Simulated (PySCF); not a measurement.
## Excitation energy of Se by level of theory

Se [Ar] 3d10 4s2 4p4 (3P) → Se [Ar] 3d10 4s1 4p5 (3P), as a difference of total energies. Calculation: PySCF 2.14, in aug-cc-pVQZ-PP with ECP10MDF (7s6p5d3f2g, 89 functions); scalar relativity through the core potential. Correlated levels: valence: 3s2 3p6 3d10 frozen. The calculations carry no spin-orbit coupling.

| method | excitation energy (eV) |
| --- | --- |
| UHF | 11.734 |
| MP2 (valence) | 10.840 |
| SCS-MP2 (valence) | 10.729 |
| CCSD (valence) | 9.822 |
| CCSD(T) (valence) | 9.031 |

**Question.** How much does correlation contribute at CCSD(T) (valence)?

**Answer.** 9.031 − (11.734) = -2.703 eV, measured against UHF.

The upper state lies above the first ionisation limit, where it may autoionise and the basis confines it.

The coupled-cluster amplitudes are large for the upper state (T1 above 0.03 or a double amplitude above 0.15), so a single reference is strained.
